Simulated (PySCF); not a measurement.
FHOS2W, SMILES [OH][W]([F])(=[S])=[S], multiplicity 1. Atoms are numbered in the order given.

```xyz
6

W     -0.0135     0.1786     0.0000
S      0.0149    -1.0915     1.7211
S      0.0149    -1.0915    -1.7211
F     -1.5784     1.2004     0.0000
O      1.5303     1.2254     0.0000
H      2.4884     1.1056     0.0000
```
Charge 0, spin multiplicity 1.

Coordinates come from a B3LYP-D3(BJ)/def2-SVP optimisation. The geometry has at least one imaginary mode, so it is a saddle point at that level. The spin state was assumed, not searched. The def2 effective core potentials stand for the cores of W; spin–orbit coupling is left out. The values are those of a single conformer.

Level of theory: PySCF with PBE/def2-TZVP.

Symmetry labels are those of the subgroup Cs that the program uses (full group Cs).

Computed valence orbital energies around the gap with their symmetry:
```json
[
 {"orbital": "HOMO−7", "symmetry": "A\"", "energy (eV)": "-10.01"},
 {"orbital": "HOMO−6", "symmetry": "A'", "energy (eV)": "-9.71"},
 {"orbital": "HOMO−5", "symmetry": "A'", "energy (eV)": "-8.83"},
 {"orbital": "HOMO−4", "symmetry": "A\"", "energy (eV)": "-8.32"},
 {"orbital": "HOMO−3", "symmetry": "A'", "energy (eV)": "-8.06"},
 {"orbital": "HOMO−2", "symmetry": "A'", "energy (eV)": "-7.33"},
 {"orbital": "HOMO−1", "symmetry": "A\"", "energy (eV)": "-7.20"},
 {"orbital": "HOMO", "symmetry": "A\"", "energy (eV)": "-6.30"},
 {"orbital": "LUMO", "symmetry": "A'", "energy (eV)": "-3.64"},
 {"orbital": "LUMO+1", "symmetry": "A\"", "energy (eV)": "-3.38"},
 {"orbital": "LUMO+2", "symmetry": "A'", "energy (eV)": "-2.49"},
 {"orbital": "LUMO+3", "symmetry": "A'", "energy (eV)": "-2.17"}
]
```
